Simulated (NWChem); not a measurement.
A series in which one site is exchanged, each optimised at PBE0/def2-SVP with NWChem, gas phase unless a solvent is named. For some, no frequency run checked for a minimum. def2 effective core potentials on Te, I; no spin-orbit coupling.

A: F[Te][GeH3] (GeH$_{3}$TeF; site = F)
B: Cl[Te][GeH3] (GeH$_{3}$TeCl; site = Cl)
C: [GeH3][Te]I (GeH3TeI; site = I)
D: Br[Te][GeH3] (GeH3TeBr; site = Br)

### Question
Rank them by vertical ionisation energy, ΔSCF, PBE0/def2-SVP (eV), lowest first.

### Answer
C (8.21), D (8.39), B (8.49), A (8.60)
